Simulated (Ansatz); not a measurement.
Basis-set series for CH₂BBrO (`BrC1BO1`). Charge 0, multiplicity 1. Geometry: relaxed with PBE0-D4/def2-TZVP.

```
functional       basis  functions  energy (Eh)  HOMO (eV)  LUMO (eV)
   PBE0-D4    def2-SVP         84  -2712.64516      -7.67      -0.93
   PBE0-D4  def2-TZVPP        169  -2713.11805      -7.77      -1.14
   ωB97M-V    def2-SVP         84  -2712.90826      -9.88       1.25
   ωB97M-V  def2-TZVPP        169  -2713.38444     -10.00       0.87
```

**Question.** Give the rows for def2-QZVPP. (Best estimate.)

**Answer.** Ansatz gave: 
```json
{"functional": "PBE0-D4", "basis": "def2-QZVPP", "functions": "320", "energy (Eh)": "-2713.17850", "HOMO (eV)": "-7.79", "LUMO (eV)": "-1.20"}
{"functional": "ωB97M-V", "basis": "def2-QZVPP", "functions": "320", "energy (Eh)": "-2713.44246", "HOMO (eV)": "-10.02", "LUMO (eV)": "0.71"}
```

Positive LUMOs are unbound and depend on the basis. Scalar relativity is left out up to krypton.
